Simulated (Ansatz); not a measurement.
Geometry optimisation, RHF/def2-SVP (Ansatz 0.2.0).

Input file:

```yaml
crystal:
  periodic: [false, false, false]
  atoms:
    - { symbol: Ga, position_ang: [-0.038327, -0.191928, -0.178767] }
    - { symbol: Cl, position_ang: [-0.107527, -0.866572, 1.93881] }
    - { symbol: "N", position_ang: [1.609965, -0.080806, -0.908913] }
    - { symbol: H, position_ang: [2.446254, -0.220075, -0.376653] }
    - { symbol: H, position_ang: [1.809604, 0.304088, -1.810256] }
    - { symbol: "N", position_ang: [-1.626298, -0.063466, -1.021441] }
    - { symbol: H, position_ang: [-2.501199, -0.128115, -0.541266] }
    - { symbol: H, position_ang: [-1.742469, 0.259504, -1.960592] }
    - { symbol: S, position_ang: [-0.075934, 2.805746, 1.567866] }
    - { symbol: H, position_ang: [1.252784, 2.87932, 1.675485] }
    - { symbol: H, position_ang: [-0.174753, 1.677805, 2.339728] }
basis:
  gaussian: { orbitals: def2-SVP }
hamiltonian:
  xc: hf
relax:
  f_tol: 0.03
  max_steps: 50
output:
  orbitals: {}
```

Run as:

```bash
$ ansatz run input.yaml --threads 4 --pin off --max-ram 5120MiB --backend cpu --events-out ev --progress --plain --runs-dir out
```

Problem. Where does it end, and by what steps?

Solution. The forces met the threshold. After 19 steps the energy has fallen by 0.087 eV; H11 moved furthest, 0.47 Å.

```json
{"step": "0", "energy less start (eV)": "0.0000", "largest force component (eV/Å)": "0.932", "accepted": "yes"}
{"step": "1", "energy less start (eV)": "-0.0562", "largest force component (eV/Å)": "0.363", "accepted": "yes"}
{"step": "2", "energy less start (eV)": "-0.0651", "largest force component (eV/Å)": "0.183", "accepted": "yes"}
{"step": "3", "energy less start (eV)": "-0.0697", "largest force component (eV/Å)": "0.121", "accepted": "yes"}
{"step": "4", "energy less start (eV)": "-0.0710", "largest force component (eV/Å)": "0.384", "accepted": "yes"}
{"step": "5", "energy less start (eV)": "-0.0762", "largest force component (eV/Å)": "0.140", "accepted": "yes"}
{"step": "6", "energy less start (eV)": "-0.0757", "largest force component (eV/Å)": "0.330", "accepted": "no"}
{"step": "7", "energy less start (eV)": "-0.0783", "largest force component (eV/Å)": "0.061", "accepted": "yes"}
{"step": "8", "energy less start (eV)": "-0.0820", "largest force component (eV/Å)": "0.109", "accepted": "yes"}
{"step": "9", "energy less start (eV)": "-0.0810", "largest force component (eV/Å)": "0.411", "accepted": "no"}
{"step": "10", "energy less start (eV)": "-0.0843", "largest force component (eV/Å)": "0.140", "accepted": "yes"}
{"step": "11", "energy less start (eV)": "-0.0828", "largest force component (eV/Å)": "0.223", "accepted": "no"}
{"step": "12", "energy less start (eV)": "-0.0852", "largest force component (eV/Å)": "0.041", "accepted": "yes"}
{"step": "13", "energy less start (eV)": "-0.0855", "largest force component (eV/Å)": "0.077", "accepted": "yes"}
{"step": "14", "energy less start (eV)": "-0.0860", "largest force component (eV/Å)": "0.061", "accepted": "yes"}
{"step": "15", "energy less start (eV)": "-0.0862", "largest force component (eV/Å)": "0.084", "accepted": "yes"}
{"step": "16", "energy less start (eV)": "-0.0864", "largest force component (eV/Å)": "0.078", "accepted": "yes"}
{"step": "17", "energy less start (eV)": "-0.0866", "largest force component (eV/Å)": "0.059", "accepted": "yes"}
{"step": "18", "energy less start (eV)": "-0.0867", "largest force component (eV/Å)": "0.033", "accepted": "yes"}
{"step": "19", "energy less start (eV)": "-0.0869", "largest force component (eV/Å)": "0.023", "accepted": "yes"}
```

```xyz
11
Properties=species:S:1:pos:R:3
Ga -0.065 -0.184 -0.099
Cl -0.152 -1.167 1.846
N 1.597 0.148 -0.756
H 2.416 -0.218 -0.313
H 1.771 0.343 -1.723
N -1.604 -0.087 -1.048
H -2.499 -0.235 -0.625
H -1.692 0.416 -1.908
S -0.103 2.649 1.449
H 1.221 2.687 1.276
H -0.039 2.023 2.626
```

Whether the end is a true minimum wasn't checked by a vibrational analysis.

The run took 29 s on 4 threads of Arm Neoverse V1 (shared host), peak memory 0.33 GiB.
